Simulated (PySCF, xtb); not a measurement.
C3H6BFO2, SMILES C[C@]1(F)OCB1O.

GFN2-xTB (xtb 6.7.1) at its own geometry gives an orbital gap of 4.59 eV and a dipole moment of 4.07 D.

Coordinates come from a PBE0-D3(BJ)/def2-SVP optimisation. The structure was generated by enumeration; whether it is a known compound was not checked. The values are those of a single conformer.

Q: What does PBE/def2-TZVP run with PySCF give? (The exact figures need the calculation; the answer reports its results.)

A: gap 4.89 eV (levels -6.38 and -1.50 eV), dipole 2.66 D.
